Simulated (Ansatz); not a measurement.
Species: H2F3NSi, SMILES `N[Si](F)(F)F` (charge 0, multiplicity 1).

Q: Give a relaxed geometry from B3LYP-D3(BJ)/def2-TZVP (Ansatz, a first-principles code).

A: the end point of this relaxation (outside a Z-matrix the atoms follow the SMILES, hydrogens last).
Bonded distances (Å): N1–Si2 1.676, N1–H6 1.006, N1–H7 1.006, Si2–F3 1.580, Si2–F4 1.584, Si2–F5 1.580. Bond angles (°): Si2–N1–H6 122.5, Si2–N1–H7 122.5, H6–N1–H7 112.9, N1–Si2–F3 109.6, N1–Si2–F4 115.7, N1–Si2–F5 109.6, F3–Si2–F4 105.7, F3–Si2–F5 110.2, F4–Si2–F5 105.7.
